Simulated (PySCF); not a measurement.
Two-component Hartree-Fock for Hf(67+) (hafnium, charge +67)

Start: [He] 2s2 2p1; 2p1/2 filled at m_j = +1/2. Calculated with PySCF 2.14 in an uncontracted even-tempered set (16 s from 52 bohr⁻², ratio 2.4; 13 p from 68 bohr⁻², ratio 2.4; 5 d from 220 bohr⁻², ratio 2.6; 4 f from 330 bohr⁻², ratio 2.6): generalised Hartree-Fock with the X2C-1e Hamiltonian and a Gaussian nucleus; one run each with spin-orbit coupling (SO) switched off, then screened by Boettger's factors.

```tsv
spinor shell	electrons	ε, spin-free (eV)	ε, screened SO (eV)	weight of nominal j (screened SO)	rms radius, screened SO (bohr)
1s1/2	2	-73390.2	-73356.7	1.000	0.0214
2s1/2	2	-17894.3	-17883.9	1.000	0.0834
2p1/2	1	-16768.8	-17698.3	1.000	0.0702
```

| quantity | spin-free | screened SO |
| --- | --- | --- |
| E (hartree) | -7512.77838 | -7546.93114 |
| M_J | 1/2 | 1/2 |
| ⟨J²⟩ | 1.102 | 0.750 |
| ⟨L²⟩ | 2.000 | 2.000 |
| ⟨S²⟩ | 0.750 | 0.750 |

Each row is a mean over spinors that exchange with the open shell spreads, by up to 20.190 eV (2s1/2).

Breit and QED terms are absent; they matter most for the inner s and p1/2 levels.

Densities and radii are taken from the X2C orbitals without a picture-change correction, which distorts them close to the nucleus.

Without spin-orbit coupling the j labels of p, d and f shells carry no meaning; the spin-free column gives the mean over the occupied spinors of each nl shell, and its ⟨J²⟩ belongs to a mixture of degenerate components.
